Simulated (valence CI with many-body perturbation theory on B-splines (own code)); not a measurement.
## Cs34+: M1 decay

Calculated by relativistic CI+MBPT: three valence electrons over a frozen Dirac-Fock core [Ar], a basis of 9 s, 9 p, 10 d, 8 f, 5 g, 3 h, 1 i functions for each j, with the one-electron correlation potential Σ1 (screened to all orders), the two-electron term Σ2, the three-electron term Σ3, Breit, model QED; selected single and double excitations, second order for the rest (own B-spline code, finite nucleus).

The last digits are not significant, and no measured levels were compared; by estimate large intervals hold to a few tenths of a per cent, small ones and those within an open d or f shell to about a per cent. Only levels of the ground parity were solved; by the run's estimate the other parity begins above the list, which can be wrong where configurations are misplaced.

Lines 51 to 67 of 67 in falling wavelength, among levels below 72.741 eV, chosen from the decays that carry over 1 % of a level's rate. Wavelengths and rates use the calculated energies. S is in atomic units (e²a₀⁴ for E2 and M2, e²a₀⁶ for E3), for M1 in squared Bohr magnetons. Weak lines are less certain than strong ones. Lines between different terms over intervals too small for the method are left out, as are lines whose strength nearly cancels. The highest levels of a list are the least certain.

Levels are named by their leading jj configuration (3d3/2^4 stands for four electrons in 3d with j = 3/2), which in mixed levels can hold well under half, so a name can repeat and another be missing. Letters in brackets count levels of one name in rising energy.

```tsv
λ vac (nm)	Upper	Lower	Type	A (s⁻¹)	S (a.u.)
37.97	(3d5/2^3) J=5/2	(3d3/2 3d5/2^2) J=3/2 [a]	M1	5.23e+04	6.37e-01
37.59	(3d3/2 3d5/2^2) J=5/2 [b]	(3d3/2^2 3d5/2) J=5/2 [a]	M1	5.05e+02	5.97e-03
36.43	(3d5/2^3) J=9/2	(3d3/2^2 3d5/2) J=7/2	M1	2.60e+03	4.65e-02
35.96	(3d3/2 3d5/2^2) J=3/2 [b]	(3d3/2^2 3d5/2) J=5/2 [b]	M1	2.05e+03	1.41e-02
35.35	(3d3/2 3d5/2^2) J=7/2 [b]	(3d3/2^2 3d5/2) J=5/2 [a]	M1	4.06e+03	5.32e-02
34.19	(3d5/2^3) J=3/2	(3d3/2^2 3d5/2) J=3/2	M1	7.17e+03	4.25e-02
33.25	(3d3/2 3d5/2^2) J=3/2 [a]	(3d3/2^3) J=3/2	M1	4.41e+03	2.41e-02
32.49	(3d5/2^3) J=5/2	(3d3/2 3d5/2^2) J=7/2 [a]	M1	2.44e+04	1.86e-01
32.30	(3d5/2^3) J=5/2	(3d3/2^2 3d5/2) J=5/2 [b]	M1	1.82e+04	1.36e-01
31.76	(3d3/2 3d5/2^2) J=1/2	(3d3/2^3) J=3/2	M1	1.08e+03	2.56e-03
29.73	(3d5/2^3) J=3/2	(3d3/2^2 3d5/2) J=5/2 [a]	M1	1.69e+04	6.59e-02
28.79	(3d3/2 3d5/2^2) J=5/2 [a]	(3d3/2^3) J=3/2	M1	1.87e+03	9.94e-03
27.38	(3d3/2 3d5/2^2) J=3/2 [b]	(3d3/2^2 3d5/2) J=1/2	M1	2.61e+03	7.94e-03
27.34	(3d3/2 3d5/2^2) J=5/2 [b]	(3d3/2^3) J=3/2	M1	2.85e+03	1.30e-02
25.71	(3d3/2 3d5/2^2) J=3/2 [b]	(3d3/2^2 3d5/2) J=3/2	M1	5.50e+03	1.39e-02
23.88	(3d5/2^3) J=5/2	(3d3/2^2 3d5/2) J=7/2	M1	3.36e+03	1.02e-02
23.11	(3d3/2 3d5/2^2) J=3/2 [b]	(3d3/2^2 3d5/2) J=5/2 [a]	M1	5.25e+03	9.60e-03
```
